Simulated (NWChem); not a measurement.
System: H$_{2}$ cation, doublet

NWChem input:

```
start job
memory heap 200 mb stack 900 mb global 1100 mb
charge 1
geometry units angstroms noautosym nocenter noautoz
  H      0.000000     0.000000    -0.564879
  H      0.000000     0.000000     0.564879
end
basis spherical
  H library aug-cc-pvtz-j
end
dft
  odft
  mult 2
  xc xpbe96 cpbe96
  iterations 150
end
property
  hyperfine
end
task dft property
```

Structure relaxed at the PBE-D3(BJ)/def2-SVP, spin-unrestricted level. No stability test was run on the SCF state.

Fermi-contact couplings, non-relativistic, static geometry.

Atoms are numbered as in the input.

Problem. Give the results of this calculation. (PBE/aug-cc-pVTZ-J, spin-unrestricted, contact and dipolar terms.) Quantities: basis functions; A(iso) 1H atom 2 (MHz); <S²>.

Solution. 
```yaml
number_of_basis_functions: 40
A(iso) 1H atom 2 (MHz): 984
"<S²>": 0.750
```
